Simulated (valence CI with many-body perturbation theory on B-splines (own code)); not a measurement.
**Sensitivity of CI+MBPT for Co²¹⁺**

Computed by valence CI with perturbative core correlation (CI+MBPT): four valence electrons over a frozen Dirac-Fock core [He], radial functions for each j: 6 s, 6 p, 5 d, 3 f, 1 g, with the one-electron correlation potential Σ1, the two-electron term Σ2, the three-electron term Σ3, Breit, model QED; selected CI, second order for the rest, scaled by the run's own slope (own B-spline code, finite nucleus).

No measured spectrum was set against this ion. As an estimate, levels of excited configurations hold to 0.05 to 0.15 % of their energy, terms of the ground configuration to about 0.5 %.

The reference run has the lowest level 2s2 2p2 3P_0 and an ionisation energy of 1846.34 eV. Its largest variational space holds 11470 state functions.

Names give the largest LS component (configuration and term), which can be under half, so a name can repeat, a term be missing and a line seem to break the LS rules; names also repeat where a configuration has a term twice.

Changed runs:
A. box radius (bohr) 2.6531 → 8.43
B. Davidson tolerance 2e-05 → 0.0003
C. factor on the speed of light 1 → 100; QED terms on → off; scale of Σ2 1 → 1.2
D. start configuration 2s2 2p2 → 2s4 (bad on purpose)

Excitation energies of the reference run in cm⁻¹, and shifts in cm⁻¹:

```
                 Level  Reference        A  B        C
          2s2 2p2 3P_1      90352     +2.8  0   -90347
          2s2 2p2 3P_2     138335     +3.0  0  -138321
          2s2 2p2 1D_2     282002     +4.8  0  -172993
          2s2 2p2 1S_0     416039     +4.5  0  -187021
          2s 2p3 5S°_2     533872      -17  0  -222514
          2s 2p3 3D°_1     833870      -20  0  -205060
          2s 2p3 3D°_2     836404      -19  0  -207594
          2s 2p3 3D°_3     869608      -18  0  -240798
          2s 2p3 3P°_0     987927      -18  0  -246931
          2s 2p3 3P°_1     998953      -17  0  -257956
          2s 2p3 3P°_2    1020690      -17  0  -279689
          2s 2p3 3S°_1    1171200      -18  0  -227107
Ionisation energy (eV)    1846.34  +0.0034  0   -12.30
```

No effect on these energies: B.

Run D: It gave no result: a shell was given more electrons than it holds. The program said: "a valence shell holds more than 4l+2 electrons".
